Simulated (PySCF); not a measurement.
# Electric field gradients and quadrupole coupling constants

Species: C₇H₁₃NSi.
Structure used (GFN2-xTB), in Å, numbered top down from 1:
```xyz
22
C7H13NSi angstrom
N      1.7648   -2.4267   -1.6731
C      1.6143   -1.6666   -0.8298
C      1.4595   -0.6967    0.2103
Si     3.2043   -0.1168    0.7741
C      0.5822    0.4672   -0.2715
C     -0.8354    0.0109   -0.5839
C     -1.7289   -0.3711    0.6116
C     -2.8488    0.5075    0.0345
C     -1.8467    1.1087   -0.9622
H      0.9601   -1.1927    1.0502
H      3.8560    0.5551   -0.3478
H      2.9829    0.8147    1.8820
H      3.9629   -1.2852    1.2119
H      0.5545    1.2376    0.5038
H      1.0232    0.9106   -1.1685
H     -0.8023   -0.7839   -1.3328
H     -1.9595   -1.4291    0.7200
H     -1.3453    0.0071    1.5586
H     -3.3120    1.2078    0.7266
H     -3.6289   -0.0736   -0.4527
H     -2.1600    1.1320   -2.0035
H     -1.5073    2.1025   -0.6740
```

Field gradients from the PBE0/pcSseg-1 density (PySCF, non-relativistic), principal values in atomic units, ordered |Vxx| ≤ |Vyy| ≤ |Vzz|:

| atom | Vxx | Vyy | Vzz |
| --- | --- | --- | --- |
| N1 | 0.4187 | 0.5203 | -0.9390 |

Task: Find the asymmetry η = (Vxx − Vyy)/Vzz and the couplings χ = eQV/h (234.96 MHz × Q in barn × V in au), with Q(14N) = 0.02044 b.

Result: 
```json
{"atom": "N1", "environment": "nitrile nitrogen", "nucleus": "14N", "η": "0.11", "χzz (MHz)": "-4.510", "χxx (MHz)": "2.011", "χyy (MHz)": "2.499"}
```

The tensor is traceless: Vxx + Vyy + Vzz = 0.

Task: What is Vzz at N1 in SI units (1 au = 9.71736 × 10²¹ V/m²)?

Result: -0.9390 au = -9.125 × 10²¹ V/m².

Task: And the gradient at the other heavy atoms, for which no coupling is worked out here?

Result: 
| atom | environment | Vzz (au) | η |
| --- | --- | --- | --- |
| C2 | nitrile carbon | -0.409 | 0.05 |
| C3 | sp3 carbon bound to silicon | 0.169 | 0.55 |
| Si4 | SiH3 silicon | 0.302 | 0.14 |
| C5 | chain CH2 carbon | 0.130 | 0.37 |
| C6 | four-membered-ring carbon | -0.067 | 0.63 |
| C7 | four-membered-ring carbon | -0.056 | 0.19 |
| C8 | four-membered-ring carbon | -0.070 | 0.37 |
| C9 | four-membered-ring carbon | -0.061 | 0.31 |

Task: What couplings would deuterons (Q(2H) = 0.00286 b) have in place of the hydrogens, at this geometry?

Result: 
```json
{"atom": "H10", "bonded to": "C3", "bond length (Å)": "1.096", "Vzz (au)": "0.2969", "η": "0.04", "χzz (kHz)": "199"}
{"atom": "H11", "bonded to": "Si4", "bond length (Å)": "1.461", "Vzz (au)": "0.1631", "η": "0.02", "χzz (kHz)": "110"}
{"atom": "H12", "bonded to": "Si4", "bond length (Å)": "1.464", "Vzz (au)": "0.1612", "η": "0.02", "χzz (kHz)": "108"}
{"atom": "H13", "bonded to": "Si4", "bond length (Å)": "1.460", "Vzz (au)": "0.1633", "η": "0.02", "χzz (kHz)": "110"}
{"atom": "H14", "bonded to": "C5", "bond length (Å)": "1.093", "Vzz (au)": "0.2992", "η": "0.04", "χzz (kHz)": "201"}
{"atom": "H15", "bonded to": "C5", "bond length (Å)": "1.093", "Vzz (au)": "0.2979", "η": "0.03", "χzz (kHz)": "200"}
{"atom": "H16", "bonded to": "C6", "bond length (Å)": "1.093", "Vzz (au)": "0.2971", "η": "0.04", "χzz (kHz)": "200"}
{"atom": "H17", "bonded to": "C7", "bond length (Å)": "1.088", "Vzz (au)": "0.3140", "η": "0.01", "χzz (kHz)": "211"}
{"atom": "H18", "bonded to": "C7", "bond length (Å)": "1.090", "Vzz (au)": "0.3114", "η": "0.00", "χzz (kHz)": "209"}
{"atom": "H19", "bonded to": "C8", "bond length (Å)": "1.088", "Vzz (au)": "0.3144", "η": "0.00", "χzz (kHz)": "211"}
{"atom": "H20", "bonded to": "C8", "bond length (Å)": "1.088", "Vzz (au)": "0.3133", "η": "0.01", "χzz (kHz)": "211"}
{"atom": "H21", "bonded to": "C9", "bond length (Å)": "1.088", "Vzz (au)": "0.3152", "η": "0.00", "χzz (kHz)": "212"}
{"atom": "H22", "bonded to": "C9", "bond length (Å)": "1.089", "Vzz (au)": "0.3117", "η": "0.01", "χzz (kHz)": "209"}
```

One conformer (not necessarily the lowest) at the GFN2-xTB geometry, without solvent, vibrations or thermal averaging. GFN2-xTB bond lengths can be off by several hundredths of an ångström, more for odd bonds, and the gradients follow them. With so small a basis the couplings can be 20 % off.

These values come from a run that also computed NMR shieldings. Hardware: Intel Xeon at 2.50 GHz, one thread, shared host with 64 logical CPUs at a one-minute load of 62. Cost: 2.6 min (grids of density and orbitals included), 1.1 GiB resident at most.
